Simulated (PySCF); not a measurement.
Orbital energies, ionisation energy and electron affinity

(H2Ga-mu-H)3.
Cartesian coordinates in Å at the PBE0-D3(BJ)/def2-SVP level; atoms count from 1:
```xyz
12
Ga3H9 angstrom
Ga    -0.4906    1.6399   -0.4103
H      0.2168    3.0085   -0.1757
H     -1.8178    1.2898   -1.1490
H      0.7741    0.6833   -1.0626
Ga     0.7721   -1.0233   -1.2252
H      2.2434   -1.4159   -0.8963
H     -0.1315   -1.3930   -2.4392
H     -0.2093   -1.4256    0.1222
Ga    -0.2500   -0.6407    1.6450
H     -1.5775   -1.1758    2.2613
H      1.1954   -0.5897    2.2255
H     -0.6097    0.9597    1.1553
```

Level: B3LYP/def2-SVPD (PySCF). Frontier orbitals with their largest atomic shares (Löwdin; up to four atoms above 4 %):

```json
{"orbital": "HOMO−3", "ε (eV)": "-8.98", "main atoms": "Ga5 16 %, Ga9 15 %, H10 13 %, Ga1 12 %"}
{"orbital": "HOMO−2", "ε (eV)": "-8.92", "main atoms": "Ga1 18 %, Ga9 16 %, Ga5 13 %, H2 13 %"}
{"orbital": "HOMO−1", "ε (eV)": "-8.68", "main atoms": "Ga1 21 %, Ga9 20 %, H3 18 %, H11 17 %"}
{"orbital": "HOMO", "ε (eV)": "-8.56", "main atoms": "?"}
{"orbital": "LUMO", "ε (eV)": "-1.26", "main atoms": "Ga1 19 %, Ga9 18 %, Ga5 14 %, H12 8 %"}
{"orbital": "LUMO+1", "ε (eV)": "-1.16", "main atoms": "Ga5 21 %, Ga9 16 %, Ga1 14 %, H7 8 %"}
{"orbital": "LUMO+2", "ε (eV)": "-0.78", "main atoms": "Ga1 22 %, Ga9 20 %, Ga5 19 %, H12 7 %"}
```

Q: What vertical ionisation energy does ΔSCF give, and how far is −ε(HOMO) from it?

A: ΔSCF: 10.44 eV (1007 kJ/mol; threshold wavelength 119 nm); ⟨S²⟩ of the doublet left behind is 0.760, against 0.75 for a pure doublet. −ε(HOMO) is 8.56 eV, 1.88 eV below it. In exact Kohn–Sham theory the two would be equal; B3LYP (global hybrid, 20 % exact exchange) falls short of its own ΔSCF value by 18 %.

Q: On which atoms does the HOMO lie?

A: Ga5 (gallium bonded to 4 H) 26 %, H6 (hydrogen on gallium) 18 %, H7 (hydrogen on gallium) 17 %, Ga9 (gallium bonded to 4 H) 9 %, so no atom holds as much as 40 %. The HOMO−1 lies 0.12 eV lower.

Q: And the vertical electron affinity, the fundamental gap, Mulliken's electronegativity and the hardness (with the factor ½)?

A: EA = -0.17 eV by ΔSCF (−ε(LUMO) = 1.26 eV); a negative value means that the added electron isn't bound at this geometry and level, and the number then depends on the basis. IE − EA = 10.61 eV against an orbital gap of 7.30 eV; (IE + EA)/2 = 5.13 eV; (IE − EA)/2 = 5.30 eV. Parr's electrophilicity index (IE + EA)²/[8(IE − EA)] is 1.24 eV.

Q: The lowest singlet excitation (vertical TDDFT, same level) lies at 6.44 eV. How far is it below IE − EA?

A: IE − EA = 10.61 eV, so by 4.17 eV.

Q: What kinetic energy would electrons from this vertical process carry with Lyman-α light (10.199 eV)?

A: The photon is 0.24 eV short of the vertical value.

Isolated species at its PBE0-D3(BJ)/def2-SVP geometry, gas phase. The calculation is non-relativistic, for gallium too.
